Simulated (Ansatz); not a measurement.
**Cost against result**

The pair of Li⁺ (SMILES [Li+], atom 1) and CH5N (SMILES CN, atoms 2–8), both closed shells, in one local arrangement (a lower one may exist), relaxed at PBE0-D4/def2-TZVP:

```
8
angstrom
Li -0.2980 0.2410 -2.2251
C 0.1194 -0.5791 0.5099
N -0.1013 0.6299 -0.3229
H 0.2268 -0.3364 1.5678
H 1.0247 -1.0902 0.1814
H -0.7245 -1.2603 0.3980
H 0.6677 1.2748 -0.1522
H -0.9149 1.1204 0.0431
```

Interaction energies are counterpoise-corrected; the time is that of the whole pair.

Computed with Ansatz 0.2.0 (basis: as named in each row); correlated methods freeze the cores. The outer core shell of Li, Na, Mg and K is correlated. B3LYP uses VWN-RPA correlation. Extrapolation: Hartree–Fock as exp(−7.88 √X), correlation as X^−2.97.

Times are rough, for one single point on 2 threads of a shared host (Arm Neoverse V2).

The estimate by CCSD(T) at an estimated basis limit (MP2 extrapolated from triple and quadruple zeta, plus CCSD(T) − MP2 in triple zeta) is -41.51 kcal/mol.

```
   method        basis  time (s)  interaction energy (kcal/mol)  method less estimate
       HF       STO-3G   under 1                         -52.06                -10.55
   PBE-D4       STO-3G   under 1                         -55.79                -14.28
    SPW92     def2-SVP   under 1                         -45.88                 -4.36
 B3LYP-D4        6-31G   under 1                         -50.93                 -9.41
  PBE0-D4     def2-SVP   under 1                         -44.16                 -2.65
   PBE-D4     def2-SVP   under 1                         -43.67                 -2.16
  CCSD(T)     def2-SVP   under 1                         -40.95                  0.56
revPBE-D4  def2-TZVPPD         2                         -41.30                  0.21
   PBE-D4  def2-TZVPPD         2                         -42.31                 -0.80
  BLYP-D4  def2-TZVPPD         2                         -42.29                 -0.78
 HSE06-D4  def2-TZVPPD         2                         -42.96                 -1.45
  PBE0-D4  def2-TZVPPD         2                         -42.98                 -1.46
 B3LYP-D4  def2-TZVPPD         3                         -43.11                 -1.59
  wB97M-V     def2-SVP         3                         -43.41                 -1.90
r2SCAN-D4  def2-TZVPPD         3                         -40.45                  1.07
   B2PLYP  def2-TZVPPD         4                         -42.33                 -0.82
  wB97X-V  def2-TZVPPD         6                         -42.25                 -0.74
   B97M-V  def2-TZVPPD         8                         -40.76                  0.75
  wB97M-V  def2-TZVPPD         8                         -42.11                 -0.60
      MP2  def2-QZVPPD        11                         -41.35                  0.16
  CCSD(T)  def2-TZVPPD        26                         -40.73                  0.78
```

T1 diagnostic: at most 0.009.
